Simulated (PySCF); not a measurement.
diethyl sulfide (C4H10S), SMILES CCSCC. Geometry: PBE0-D3(BJ)/def2-SVP. Other conformers were not sampled.

Computed equilibrium geometry at PBE0-D3(BJ)/def2-SVP (PySCF confirms it by a frequency run) as bond lengths and angles (one conformer of several):
Atoms: C1 C2 S3 C4 C5 H6 H7 H8 H9 H10 H11 H12 H13 H14 H15. Bond lengths (Å): C1–C2 1.517, C1–H6 1.101, C1–H7 1.101, C1–H8 1.101, C2–S3 1.816, C2–H9 1.103, C2–H10 1.102, S3–C4 1.814, C4–C5 1.518, C4–H11 1.103, C4–H12 1.101, C5–H13 1.100, C5–H14 1.101, C5–H15 1.102. Bond angles (°): C2–C1–H6 111.1, C2–C1–H7 110.6, C2–C1–H8 111.1, H6–C1–H7 108.1, H6–C1–H8 107.8, H7–C1–H8 108.0, C1–C2–S3 109.7, C1–C2–H9 110.7, C1–C2–H10 110.3, S3–C2–H9 108.7, S3–C2–H10 109.7, H9–C2–H10 107.7, C2–S3–C4 100.7, S3–C4–C5 114.9, S3–C4–H11 108.6, S3–C4–H12 104.3, C5–C4–H11 111.4, C5–C4–H12 110.7, H11–C4–H12 106.5, C4–C5–H13 110.8, C4–C5–H14 111.7, C4–C5–H15 110.7, H13–C5–H14 107.8, H13–C5–H15 108.4, H14–C5–H15 107.4.
